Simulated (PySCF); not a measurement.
**Which element holds Br most strongly?**

PBE0 in PySCF with def2-TZVPPD on every atom (core potentials on Mo, Sb), for the lowest determinant that a PBE0 search found; no spin–orbit coupling. D0 is De less the harmonic zero-point energy.

```tsv
M	state (unpaired electrons)	Re (Å)	ωe (cm⁻¹)	D0(MBr) (eV)
Si	doublet (π ↑)	2.231	422	3.91
Mo	sextet (σ ↑, π ↑↑, δ ↑↑)	2.434	268	3.34
Zn	doublet (σ ↑)	2.305	274	1.98
As	triplet (π ↑↑)	2.296	317	2.87
Ge	doublet (π ↑)	2.326	296	3.70
Sb	triplet (π ↑↑)	2.489	261	2.83
B	singlet (closed shell)	1.894	685	4.54
```

**Question.** Order the elements by D0 and give the energy of ZnBr + Ge → GeBr + Zn.

**Answer.** B > Si > Ge > Mo > As > Sb > Zn; ΔE = 1.98 − 3.70 = -1.72 eV at PBE0/def2-TZVPPD. Close neighbours can swap at other levels.

The metal atom is held in its measured ground configuration; semilocal functionals can put another filling of s and d lower by some tenths of an eV, and De to that atom would be smaller. Spin–orbit coupling is left out, which matters for elements this heavy, above all for dissociation energies. States were picked by a PBE0 search and need not be the measured ground states.
